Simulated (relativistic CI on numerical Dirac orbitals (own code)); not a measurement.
**Slater and spin-orbit integrals, Rh28+**

Calculated at this level of theory: Dirac-Coulomb-Breit CI, separate exchange-only KLI orbitals for each configuration, a model potential for QED, unscaled Slater integrals (own radial code, finite nucleus).

Slater integrals F^k, G^k are unscaled and averaged over j, outside the closed core [Ne]; ζ comes from projecting the Hamiltonian with its Breit term on Σ l·s of the shell.

- 3s2.3p5: ζ(3p) = 175470 cm⁻¹; <r>(3p) = 0.3418, <r^2>(3p) = 0.1347 (bohr units).
- 3s2.3p4.3d: F^2(3p,3p) = 290130, ζ(3p) = 175210, F^2(3p,3d) = 291150, G^1(3p,3d) = 311760, G^3(3p,3d) = 208180, ζ(3d) = 22128 cm⁻¹; <r>(3p) = 0.3422, <r^2>(3p) = 0.135, <r>(3d) = 0.3053, <r^2>(3d) = 0.1079 (bohr units).
- 3s.3p5.3d: G^1(3s,3p) = 367650, ζ(3p) = 175110, G^2(3s,3d) = 233770, F^2(3p,3d) = 290910, G^1(3p,3d) = 311650, G^3(3p,3d) = 208070, ζ(3d) = 22307 cm⁻¹; <r>(3s) = 0.3515, <r^2>(3s) = 0.1406, <r>(3p) = 0.3425, <r^2>(3p) = 0.1353, <r>(3d) = 0.3056, <r^2>(3d) = 0.1082 (bohr units).

Averages of the first 10 configurations, taken without configuration mixing, which lowers the lowest level and can move excited configurations by several eV; other configurations of the list can lie among them:

| Configuration | Parity | States | Average energy above the lowest level (eV) |
| --- | --- | --- | --- |
| 3s2.3p5 | odd | 6 | 18.4 |
| 3s.3p6 | even | 2 | 143.4 |
| 3s2.3p4.3d | even | 150 | 163.3 |
| 3s.3p5.3d | odd | 120 | 282.9 |
| 3p6.3d | even | 10 | 415.1 |
| 3s.3p4.3d2 | even | 1350 | 427.1 |
| 3s2.3p3.3d.4p | even | 1200 | 943.6 |
| 3p6.4s | even | 2 | 1008.4 |
| 3s2.3p4.4s | even | 30 | 754.7 |
| 3s.3p4.3d.4s | even | 600 | 1013.6 |
